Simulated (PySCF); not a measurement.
C3H5O3S3 (charge -1).
Structure used (GFN2-xTB), in Å, numbered top down from 1:
```xyz
14
C3H5O3S3 angstrom
O      2.5343   -1.7113    0.3080
S      1.6455   -0.7345   -0.2949
O      0.7079   -1.2838   -1.2632
O      2.2924    0.4876   -0.7439
C      0.6082   -0.1935    1.1725
S      0.1749    1.5283    1.0311
C     -0.7837    1.1297   -0.4579
C     -1.6504   -0.0934   -0.1904
S     -0.9371   -1.0917    1.1693
H      1.1756   -0.3987    2.0731
H     -0.0484    0.9090   -1.2315
H     -1.3800    2.0015   -0.7252
H     -1.6813   -0.7278   -1.0750
H     -2.6586    0.1783    0.1262
```

Probes without a nucleus sit at each ring's centroid and 1 Å off its mean plane on both sides; NICS is minus the shielding there, NICSzz its component along the normal. Level: GIAO PBE0/pcSseg-1 (PySCF, non-relativistic, gas phase) on the GFN2-xTB geometry, one conformer.

Ring bond lengths (Å), with Mayer bond orders in brackets: C5–S6 1.781 (0.96), S6–C7 1.815 (1.00), C7–C8 1.523 (0.98), C8–S9 1.831 (0.99), S9–C5 1.787 (0.98).

Q: What do the NICS probes read (ppm)?

A: 
| ring | type | NICS(0) | NICS(1), two faces | NICS(1)zz, two faces | rms pucker (Å) | centre to ring atoms, mean (Å) |
| --- | --- | --- | --- | --- | --- | --- |
| C5–S6–C7–C8–S9 | 5-membered ring with 2 S; formal bonds all single | -10.0 | -5.0 / -6.0 | -6.6 / -14.9 | 0.29 | 1.44 |

Q: What do they say, and how far can they be read as aromaticity?

A: 
- C5–S6–C7–C8–S9: mean NICS(1)zz -10.8 ppm, shielded. C5, C7, C8 have four or more neighbours, and the NICS criterion for π rings isn't applied. A hydrogen on C7, outside the ring, lies only 1.47 Å from a NICS(1) probe, which then mostly feels that atom. The two faces differ by 8.3 ppm, so no symmetry operation interchanges them.

Q: What is the mean of the two in-plane components of NICS at the first NICS(1) probe listed for ring C5–S6–C7–C8–S9, 1 Å off the ring?

A: The isotropic value is a third of the trace: (3 × -5.0 − (-6.6))/2 = -4.2 ppm.
